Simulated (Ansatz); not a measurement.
A geometry relaxed with PBE0-D4/def2-SVP (Ansatz, a quantum-chemistry and plane-wave program), charge 0, multiplicity 1:

```xyz
23

B      1.8941     1.4557     0.4256
H      0.2511     2.2108     0.6180
H     -1.8406     0.3876    -1.4544
H      2.1182    -0.5697    -0.2747
H     -1.8758     0.0150     1.1676
H     -2.1489    -1.8982    -0.5177
O     -1.6060     2.5644     1.3098
C     -0.7949     1.8001     0.8791
H      0.4371     1.3198    -1.7636
H      0.6454    -0.4769     1.9481
C     -0.9752     0.3407     0.6251
H     -0.6937    -2.4321     1.2502
C      1.2653     0.1168    -0.1049
C     -0.1685    -1.8965     0.4446
C     -1.1164    -1.5889    -0.7412
H      2.1755     2.3559    -0.3376
C      0.2808    -0.5049     0.9113
C      0.3855     0.2901    -1.3758
C     -1.0237    -0.0644    -0.8740
H     -0.8208    -2.0908    -1.6750
H      0.6814    -0.3729    -2.2031
H      2.2348     1.5534     1.5860
H      0.6952    -2.5151     0.1566
```

Task: Write the SMILES of this molecule.

Result: `B[C@@H]1C[C@H]2CC[C@@H]1[C@H]2C=O`
